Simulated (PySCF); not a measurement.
## Two-component Hartree-Fock for Hg⁷⁴⁺ (mercury, charge +74)

Start: [He] 2s2 2p2; 2p1/2 filled at m_j = -1/2, +1/2. Calculated with PySCF 2.14 in an even-tempered Gaussian basis (16 s from 64 bohr⁻², ratio 2.4; 13 p from 83 bohr⁻², ratio 2.4; 5 d from 270 bohr⁻², ratio 2.6; 4 f from 400 bohr⁻², ratio 2.6): generalised Hartree-Fock with the X2C-1e Hamiltonian and a Gaussian nucleus; one run each with spin-orbit coupling (SO) switched off, then screened by Boettger's factors.

| spinor shell | electrons | ε, spin-free (eV) | ε, screened SO (eV) | weight of nominal j (screened SO) | rms radius, screened SO (bohr) |
| --- | --- | --- | --- | --- | --- |
| 1s1/2 | 2 | -92278.7 | -92178.8 | 1.000 | 0.0186 |
| 2s1/2 | 2 | -22506.0 | -22475.2 | 1.000 | 0.0731 |
| 2p1/2 | 2 | -20711.1 | -22162.8 | 1.000 | 0.0613 |

| quantity | spin-free | screened SO |
| --- | --- | --- |
| E (hartree) | -10253.64838 | -10363.15048 |
| M_J | 0 | 0 |
| ⟨J²⟩ | 2.000 | 0.000 |
| ⟨L²⟩ | 2.000 | 1.333 |
| ⟨S²⟩ | 2.000 | 1.333 |

Breit and QED terms are absent; they matter most for the inner s and p1/2 levels.

Densities and radii are taken from the X2C orbitals without a picture-change correction, which distorts them close to the nucleus.

Without spin-orbit coupling the j labels of p, d and f shells carry no meaning; the spin-free column gives the mean over the occupied spinors of each nl shell.
